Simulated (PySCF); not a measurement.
W(O)(S)(Br)(OH) (BrHO2SW), SMILES [OH][W](=[S])([Br])=[O], multiplicity 1. Geometry optimised at PBE0-D3(BJ)/def2-SVP. The spin state was assumed, not searched. The structure was generated by enumeration; whether it is a known compound was not checked. The def2 effective core potentials stand for the cores of W; spin–orbit coupling is left out. One conformer was computed; it need not be the lowest.

**Question.** Give the equilibrium geometry at PBE0-D3(BJ)/def2-SVP (PySCF confirms it by a frequency run) as a Z-matrix. (The exact figures need the calculation; the answer reports its results.)

**Answer.** One answer among several that fit: 
```
W
O 1 1.6924
O 1 1.8694 2 109.87
H 3 0.9647 1 128.39 2 -5.85
S 1 2.1322 2 107.55 3 118.64
Br 1 2.4173 2 108.43 3 -123.74
```
